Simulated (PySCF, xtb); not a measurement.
AlHF2, SMILES [F][AlH][F].

Harmonic wavenumbers (cm⁻¹) from GFN2-xTB (xtb) at its own minimum, in rising order: 191, 466, 598, 713, 873, 2084.

Problem. What does B3LYP-D3(BJ)/def2-TZVP (PySCF) give at its own minimum? (An estimate is asked for; the answer gives what the named calculation found.)

Solution. 261, 493, 658, 774, 922, 2043. Paired by order, the mean absolute difference is 51 cm⁻¹ and the zero-point energies are 7.0 and 7.4 kcal/mol.
